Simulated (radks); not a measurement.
Coulomb parameter of the 4f shell of neutral gadolinium in the model configuration [Xe] 4f5 5d1 6s2 6p2, as a second difference U = [E(n + 0.25) + E(n - 0.25) - 2 E(n)] / (0.25)^2 with all orbitals relaxed. "Bare": the charge of the atom changes with n. "Screened": the 6p shell takes up the change at fixed total charge, which measures U(4f,4f) + U(6p,6p) - 2 U(4f,6p). All-electron calculation, scalar-relativistic Kohn-Sham, BLYP, spin-unpolarised, spherical densities, point nucleus. Program: a radial shooting solver on a logarithmic mesh with Libxc functionals.

case,configuration,E - E(n) (eV)
start,[Xe] 4f5 5d1 6s2 6p2,0.000
bare +0.25,[Xe] 4f5.25 5d1 6s2 6p2,-6.926
bare -0.25,[Xe] 4f4.75 5d1 6s2 6p2,7.998
screened +0.25,[Xe] 4f5.25 5d1 6s2 6p1.75,-6.379
screened -0.25,[Xe] 4f4.75 5d1 6s2 6p2.25,7.064

U(bare) = 17.148 eV, U(screened by 6p) = 10.968 eV, against the Slater integral F0(4f,4f) = 32.481 eV with frozen orbitals. The step up makes a negative ion, whose loosely bound charge lowers the bare value.
